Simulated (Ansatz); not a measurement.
Ideal-gas functions of `[OH][GeH2][F]` at 600 K and 1 bar, from an Ansatz frequency run at PBE0-D4/def2-TZVP.

Molar mass 110.63 g/mol, point group C1 (symmetry number 1), electronic degeneracy 1, moments of inertia 33.272, 76.072, 101.267 u Å². Harmonic wavenumbers (cm⁻¹, unscaled): 204, 272, 562, 659, 699, 739, 809, 859, 935, 2178, 2225, 3897.

Use S(trans) = R[1.5 ln M + 2.5 ln T − 1.1517]; rotational temperatures θ = 24.2544 K / I; S(rot) = R[ln(√π/σ · √(T³/θAθBθC)) + 1.5]; for each mode x = 1.438777 ν̃/T, S = R[x/(eˣ − 1) − ln(1 − e⁻ˣ)] and H = RT x/(eˣ − 1); 1 cm⁻¹ = 0.0119627 kJ/mol; R = 8.31446 J/(mol·K).

Question: By hand: the entropy, in J/(mol·K).

Answer: Translation 182.1. Rotation: θ = 0.729, 0.3188, 0.2395 K, giving 109.0. Vibration, mode by mode: 14.34, 12.01, 6.44, 5.32, 4.93, 4.57, 4.00, 3.64, 3.15, 0.28, 0.25, 0.01, in all 58.9. Electronic 0.0. Sum 350.0 J/(mol·K).

Question: By hand: H − E and G − E in kJ/mol, counted from the electronic energy.

Answer: Zero-point energy ½ × 14038 × 0.0119627 = 84.0; thermal vibration 20.3; translation, rotation and pV give 4 RT = 20.0. H − E = 124.3 kJ/mol, and G − E = 124.3 − 600 × 350.0/1000 = -85.7 kJ/mol.

Vibration gives 17 % of the entropy. The sum counts one conformer and one mirror image; others add a mixing term.
